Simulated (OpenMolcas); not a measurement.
Os6+ (d2) among equal point charges was computed by CASSCF with the d shell active (OpenMolcas, ANO-RCC-VDZP on the metal). Its lowest spin-free states, and all those of the highest spin:

| 2S+1 | Degeneracy | E (cm-1) |
| --- | --- | --- |
| 3 | 2 | 0.0 |
| 3 | 1 | 1843 |
| 1 | 1 | 9033 |
| 3 | 2 | 9779 |
| 1 | 2 | 12154 |
| 3 | 1 | 14996 |
| 1 | 2 | 15604 |
| 3 | 1 | 18898 |
| 3 | 2 | 23399 |
| 1 | 2 | 24748 |
| 1 | 1 | 26200 |
| 1 | 2 | 30696 |
| 3 | 1 | 38370 |

Is the site octahedral, tetrahedral or cube-like, axial, or of lower symmetry?

The states with 2S+1 = 3 have orbital degeneracies 2, 1, 2, 1, 1, 2, 1. There are pairs but no triples, so the site is axial: not cubic, but with a proper or improper axis of order three or more. The run had Os6+ among 6 point charges of -1.7 e arranged as a trigonal antiprism (D3d), 1.85 Å from the ion, with a polar angle of 64.6° against the regular 54.74°.

Spin-orbit coupling mixes the spin-free states strongly: the lowest level takes only 53 % from its leading state, 3E. An orbital doublet at a regular site is open to a Jahn-Teller distortion, which this geometry leaves out. Without dynamic correlation the repulsion within the d shell is too large (B by tens of per cent), so at a given field states of lower spin stand too high. This is an electrostatic model: the charges have no orbitals. No measured value stands beside these numbers.
